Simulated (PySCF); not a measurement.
C₆ coefficients of unlike pairs at LC-wPBE

Calculated with PySCF 2.14 from the dipole response of each species, C₆(A,B) = (3/π) ∫ α_A(iu) α_B(iu) du, in atomic units, from isotropic polarisabilities. For ions this is the dispersion term alone; charge-induced terms of lower order in 1/R come first.

| species | configuration | basis | relativity | α (bohr³) | C₆ (like pair) |
| --- | --- | --- | --- | --- | --- |
| P³⁺ | [Ne] 3s2 (1S) | aug-cc-pCVTZ-DK with one added diffuse shell each of s, p, d, f type (9s8p6d4f) | spin-free X2C | 6.813 | 17.31 |
| Cu⁺ | [Ar] 3d10 (1S) | aug-cc-pVTZ-PP with one added diffuse shell each of s, p, d, f, g type with ECP10MDF (7s7p6d4f3g) | core potential | 7.360 | 24.54 |
| Ar | [Ar] (1S) | aug-cc-pV(Q+d)Z (7s6p5d3f2g) | none | 11.21 | 65.23 |
| Sb²⁺ | [Kr] 4d10 5s2 5p1 (2P) | aug-cc-pVQZ-PP with ECP28MDF (7s7p5d3f2g) | core potential | 15.83 | 96.99 |

(1) Estimate C₆ for Sb²⁺ with Ar.

No spin-orbit coupling is included.

The other pairs:

```
     pair     C₆
Sb²⁺, Cu⁺  48.16
  Ar, Cu⁺  39.62
 Cu⁺, P³⁺  20.10
Sb²⁺, P³⁺  40.87
  Ar, P³⁺  33.13
```

Answers

(1) The integral gives 78.93. The combination rule 2 C_A C_B / (C_A α_B/α_A + C_B α_A/α_B) gives 78.70 and the geometric mean 79.54.
